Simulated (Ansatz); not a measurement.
Input file for Ansatz (a program for electronic structure): R-BLYP/def2-TZVPP on C2H5BO (SMILES C=CBO), a point of a torsion scan.

Ansatz 0.2 input:
```yaml
crystal:
  periodic: [false, false, false]
  atoms:
    - {symbol: C, position_ang: [-1.38875551, 0.46337493, -0.10818576]}
    - {symbol: C, position_ang: [-0.40379224, -0.20247149, 0.47991910]}
    - {symbol: B, position_ang: [0.89658629, -0.71684716, -0.23980217]}
    - {symbol: O, position_ang: [1.75962553, 0.08844447, -0.85614796]}
    - {symbol: H, position_ang: [-1.34042573, 0.73967862, -1.15113172]}
    - {symbol: H, position_ang: [-2.29062266, 0.75761194, 0.40725409]}
    - {symbol: H, position_ang: [-0.53430975, -0.47611181, 1.52232231]}
    - {symbol: H, position_ang: [1.18375413, -1.85587906, -0.22796466]}
    - {symbol: H, position_ang: [1.53819764, 1.02154814, -0.87631730]}
basis:
  gaussian:
    orbitals: def2-TZVPP
hamiltonian:
  xc: {name: BLYP}
scf: {lower_state_search: off}
```

The log:

```
WARN ansatz: RAYON_NUM_THREADS=1 ignored (pool sized by the plan → 1); use --threads N
Functional definition: BLYP
these checks for a lower state are left out or cut short: stability, starts, cluster_reference, orbital_swaps, neighbouring_geometries, increment
integrals: 0.08 GiB planned
975 factors; their error is unknown
mean field: 0.71 GiB planned
mean field evaluation 1: about -4866.1685 eV, gradient 8.1e1 eV
mean field evaluation 2: about -4836.6040 eV, gradient 1.4e2 eV
mean field evaluation 4: about -4879.2903 eV, gradient 1.3e1 eV
mean field evaluation 8: about -4879.6524 eV, gradient 9.5e-2 eV
mean field evaluation 16: about -4879.6320 eV, gradient 4.4e-5 eV
mean field -4879.63201606 eV, -179.3231690567 hartree, gradient 1.4e-6 eV, S^2 0.000000; 0 other end points of the search recorded, 0 dependent functions left out
reference -4879.63235877 eV, -179.3231816511 hartree; 15, 15 occupied and 179, 179 virtual orbitals, 975 factors
Total energy: -4879.63235877 eV, -179.3231816511 hartree
Checks for a lower state left out: stability, starts, cluster_reference, orbital_swaps, neighbouring_geometries, increment
```

The run converged.

Cost: around 2.9 core-seconds (rough).
